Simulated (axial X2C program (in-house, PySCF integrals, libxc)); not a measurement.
Worked dissociation energy of SbP⁺: TPSS, spin-free

Calculated with an in-house all-electron X2C program for linear molecules (integrals from PySCF). Spin-free means the one-electron spin-free X2C Hamiltonian. Basis: Sb dyall-cv3z [11s12p8d4f1g], P dyall-v3z [8s7p2d1f] (cores contracted in-house); Gaussian nuclei, density fitting, unrestricted open shells. Masses: Sb 120.904 u, P 30.974 u.

Molecular state: M_S = 1/2, Λ = 1 (beyond evenly filled blocks: π+α, π+β, π-α).

| Property | Result |
| --- | --- |
| E(Sb+) (2M_S = 2, M_L = 0) | -6480.198341 hartree |
| E(P) (2M_S = 3, M_L = 0) | -342.118424 hartree |
| E(SbP⁺) at Re | -6822.442208 hartree |
| ωe | 443.1 cm⁻¹ |
| ωexe | 1.54 cm⁻¹ |

Task: Work out De and D0.

Result: De = -6480.198341 + (-342.118424) − (-6822.442208) = 0.12544 hartree = 3.413 eV. The zero-point energy is ωe/2 − ωexe/4 = 221 cm⁻¹ = 0.027 eV, so D0 = 3.386 eV.

The state is one determinant whose occupation by symmetry is held fixed; it was picked as the lowest of a PBE0 search that is not exhaustive. Dissociation energies refer to the lowest single-determinant-based atoms at the same level and basis. Without a current term, density functionals place determinants with orbital angular momentum somewhat too high. At some level and bond length an empty orbital lies below a filled one. The determinant is spin-polarised beyond a pure state at some levels (its spin-free form has ⟨S²⟩ too high), which makes Re and μ there less reliable. Spin-free De lacks the spin–orbit lowering of the heavy p-block atom, a tenth of an eV or more for 4p and 5p, up to an eV for 6p and one to two eV for 7p atoms, less what an open-shell molecule gains itself.

Each atomic determinant is the lowest at this level and need not be a pure term. Totals compare only within one Hamiltonian and basis.
